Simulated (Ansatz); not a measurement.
A nudged elastic band was laid between two geometries of GeH5Si (7 atoms, charge 0, multiplicity 2).

The calculation used Ansatz 0.2.0, UKS LDA/def2-TZVP.

```json
{"movable images": "5", "climbing image": "yes", "spring": "5.0 eV/Å²", "optimiser": "quadratic models (default)", "start path": "IDPP", "force threshold": "0.03 eV/Å", "iteration limit": "60", "end points": "relaxed"}
```

Image 0:

```xyz
7
Properties=species:S:1:pos:R:3
Si -0.091 -1.408 -0.166
Ge 0.285 0.901 -0.097
H 0.185 -2.097 1.137
H -1.462 -1.775 -0.649
H 0.037 1.510 -1.489
H -0.637 1.621 0.912
H 1.743 1.181 0.306
```

Image 6:

```xyz
7
Properties=species:S:1:pos:R:3
Si -0.557 -1.290 -0.186
Ge 0.211 0.920 -0.104
H 0.509 -2.280 -0.547
H -1.245 -1.729 1.071
H 0.802 1.320 -1.467
H -0.961 1.865 0.216
H 1.301 1.125 0.971
```

**Question.** Which bonds break or form, and what moves?

**Answer.** No bond is made or broken. The dihedral H4–Si1–Ge2–H7 goes from -176 to 64°. The two ends are copies of one structure, up to a mirror image or an exchange of like atoms.

**Question.** What energy profile does the band end with?

**Answer.** It converged. The highest image is number 3 of 0 to 6, 2.4 kJ/mol above the ends, which have the same energy within 2 meV. A vibrational analysis at the climbing image gives one clearly imaginary mode, 121i cm⁻¹: a first-order saddle point.

```
image  path coordinate (Å)  energy (kJ/mol)  dihedral H4–Si1–Ge2–H7 (°)
    0                 0.00              0.0                        -176
    1                 0.51              0.6                         164
    2                 1.03              1.8                         144
    3                 1.54              2.4                         124
    4                 2.05              1.9                         104
    5                 2.55              0.7                          84
    6                 3.06              0.0                          64
```

**Question.** What is the geometry of the highest image?

**Answer.** 
```xyz
7
Properties=species:S:1:pos:R:3
Si -0.296 -1.367 -0.264
Ge 0.249 0.911 -0.124
H 0.669 -2.259 0.455
H -1.693 -1.677 0.176
H 0.543 1.500 -1.517
H -0.918 1.711 0.484
H 1.506 1.114 0.744
```

**Question.** What are the harmonic wavenumbers there?

**Answer.** 121i, 356, 358, 400, 501, 549, 742, 827, 847, 870, 2083, 2099, 2103, 2132, 2166 cm⁻¹.

Time of the run: 50 s on 2 threads of Arm Neoverse N1, with other jobs on the host, peak memory 0.2 GiB.
